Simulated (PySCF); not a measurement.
# Stretching one bond of BGeH4 cation

Calculated results; nothing here was measured. They come from PySCF 2.14.0, an open-source quantum chemistry program, on an isolated molecule that a program drew, which may never have been made. The molecule is BGeH4 cation (charge +1, singlet), drawn as the SMILES string `[BH2][GeH2+]`.

The structure below is the HF double-zeta minimum with every atom moved a little at random, so it isn't optimised. Bond B1-H4 is then set to each length in the table by shifting atom 4 along it, with nothing else relaxed.
```xyz
6
BGeH4 cation, angstrom
B     1.5693    1.0702   -0.1053
Ge    1.6864    0.9379   -2.2043
H     1.7461    0.0569    0.5046
H     1.3690    2.1414    0.3433
H     2.9899    1.1020   -3.0069
H     0.4728    0.6579   -3.0604
```

E is the energy above the same method's energy at the HF double-zeta minimum. IE is the energy to remove one electron at fixed geometry, to the doublet state of charge +2, as a difference of total energies. The basis family is cc-pVnZ, with UHF for radicals and no spin-orbit coupling. Best is HF at quadruple zeta, plus MP2 correlation extrapolated from triple and quadruple zeta, plus CCSD(T) minus MP2 at triple zeta, with a frozen core. The other columns are at triple zeta. Germanium has the cc-pVnZ-PP basis, with a core potential (ECP10MDF) in place of its 10 inner electrons, and its 3s, 3p and 3d shells are frozen in MP2 and coupled-cluster steps.

```
bond (Å)  E wB97X (kcal/mol)  E r2SCAN (kcal/mol)  E CCSD(T) (kcal/mol)  E best (kcal/mol)  IE wB97X (eV)  IE r2SCAN (eV)  IE CCSD(T) (eV)  IE best (eV)     T1
  1.1455                0.88                 0.95                  0.70               0.71         17.432          17.329           17.498        17.589  0.011
  1.1785                0.41                 0.47                  0.25               0.28         17.414          17.309           17.480        17.571  0.011
  1.2345                   ?                    ?                     ?                  ?              ?               ?                ?             ?      ?
  1.3805                8.68                 8.35                  8.35               8.51         17.240          17.108           17.302        17.388  0.012
  1.4175               11.50                11.04                 11.09              11.27         17.191          17.054           17.252        17.336  0.012
  1.6875               36.70                34.81                 34.89              35.19         16.612          16.483           16.687        16.771  0.014
```

T1 is the CCSD diagnostic of the starting molecule.

**Estimate the best E and IE at 1.2345 Å from the other rows.**

A least-squares cubic in the inverse of the bond length through the other values of E best gives 0.99 kcal/mol there. A least-squares quadratic in the bond length through IE best gives 17.540 eV. The calculation gives 0.97 kcal/mol and 17.534 eV, so the fits miss by 0.02 kcal/mol and 0.006 eV. The same recipe one zeta lower moves these two values by 0.03 kcal/mol and 0.03 eV, a gauge of their own error. The rest of the row: E is 1.07 (wB97X), 1.07 (r2SCAN), 0.90 (CCSD(T)); IE is 17.377 (wB97X), 17.267 (r2SCAN), 17.444 (CCSD(T)); T1 is 0.011.
